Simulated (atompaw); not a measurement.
Cutoff test, xenon, PAW (atompaw)

Xe, PAW, made with atompaw 4.2.0.5 (PBE, scalar-relativistic). Core [Kr] 4d10, reference 5s2 5p6. Waves: 5s (bound): rc 1.65 bohr; 5s channel at 1 Ry: rc 1.65 bohr; 5p (bound): rc 1.65 bohr; 5p channel at 1.2 Ry: rc 1.65 bohr. Local part: bessel scheme, radius 1.50 bohr. Core correction: smooth core density matched at 1.65 bohr. Augmentation charge: sinc compensation charge, radius 1.30 bohr; PAW radius 1.65 bohr; waves and projectors: custom polynom2 7 10 vanderbiltortho.

The pseudo-atom Hamiltonian at the reference potential is diagonalised in spherical Bessel functions j_l(qr) that vanish at 20 bohr, with q² up to the cutoff. All-electron valence levels (Ry): 5s -1.4510, 5p -0.6052.

Task: How do the lowest levels (Ry) of each channel move with the cutoff, and are there ghosts?

Result:

| cutoff (Ry) | s #1 | p #1 | p #2 | d #1 | f #1 | Σ f·Δε (mRy) |
| --- | --- | --- | --- | --- | --- | --- |
| 8 | -1.4201 | -0.5974 | 0.0294 | -0.0100 | 0.1168 | 108.9 |
| 10 | -1.4307 | -0.5977 | 0.0294 | -0.0502 | 0.1168 | 85.5 |
| 12 | -1.4394 | -0.5993 | 0.0293 | -0.0834 | 0.1168 | 58.7 |
| 15 | -1.4454 | -0.6024 | 0.0293 | -0.1066 | 0.1168 | 28.5 |
| 18 | -1.4499 | -0.6038 | 0.0292 | -0.1250 | 0.1168 | 10.7 |
| 21 | -1.4508 | -0.6047 | 0.0292 | -0.1301 | 0.1168 | 3.8 |
| 25 | -1.4509 | -0.6051 | 0.0292 | -0.1322 | 0.1168 | 1.1 |
| 30 | -1.4510 | -0.6051 | 0.0292 | -0.1331 | 0.1168 | 0.9 |
| 35 | -1.4510 | -0.6051 | 0.0292 | -0.1332 | 0.1168 | 0.7 |
| 40 | -1.4510 | -0.6051 | 0.0292 | -0.1332 | 0.1168 | 0.7 |
| 400 | -1.4510 | -0.6052 | 0.0292 | -0.1332 | 0.1168 | 0.0 |

Result: ghost state, extra bound levels that the all-electron valence spectrum of the same l lacks: d at -1.81 eV (a true bound ghost makes a file unfit for plane-wave use); 10 mRy is reached at 21 Ry and 1 mRy at 30 Ry.
